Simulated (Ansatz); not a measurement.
Start from `[CH3][Ga]([F])[F]` and change one atom or group to get `[F][Ga]([F])[SH]`.

Ansatz, PBE0-D4/def2-TZVP geometries, multiplicity 1. Each molecule was computed in one conformer, which needn't be the lowest.

Scalar relativity is left out up to krypton.

```
                                          property  `[CH3][Ga]([F])[F]`
             LUMO energy (ωB97M-V/def2-TZVPP) / eV                 0.96
size of the dipole moment (ωB97M-V/def2-TZVPP) / D                 3.48
              HOMO–LUMO gap (PBE0/def2-TZVPP) / eV                 8.85
           HOMO–LUMO gap (ωB97M-V/def2-TZVPP) / eV                12.85
                 LUMO energy (PBE/def2-TZVPP) / eV                -1.70
               HOMO energy (B3LYP/def2-TZVPP) / eV                -9.38
```

**Question.** What does the change do to each property? (Estimate.)

**Answer.** Computed: 
```json
{"property": "LUMO energy (ωB97M-V/def2-TZVPP) / eV", "`[F][Ga]([F])[SH]`": "0.26", "shift": "-0.70"}
{"property": "size of the dipole moment (ωB97M-V/def2-TZVPP) / D", "`[F][Ga]([F])[SH]`": "2.21", "shift": "-1.27"}
{"property": "HOMO–LUMO gap (PBE0/def2-TZVPP) / eV", "`[F][Ga]([F])[SH]`": "6.96", "shift": "-1.89"}
{"property": "HOMO–LUMO gap (ωB97M-V/def2-TZVPP) / eV", "`[F][Ga]([F])[SH]`": "11.08", "shift": "-1.77"}
{"property": "LUMO energy (PBE/def2-TZVPP) / eV", "`[F][Ga]([F])[SH]`": "-2.62", "shift": "-0.92"}
{"property": "HOMO energy (B3LYP/def2-TZVPP) / eV", "`[F][Ga]([F])[SH]`": "-8.37", "shift": "1.01"}
```

With PBE0 the HOMO rises by 0.99 eV and the LUMO falls by 0.90 eV, so the gap narrows by about 1.89 eV. PBE moves the HOMO by 0.77 eV and ωB97M-V by 1.08 eV. Dipoles are sizes alone; their direction can turn.

B3LYP here is the variant with VWN-RPA as its local correlation; programs differ in this.
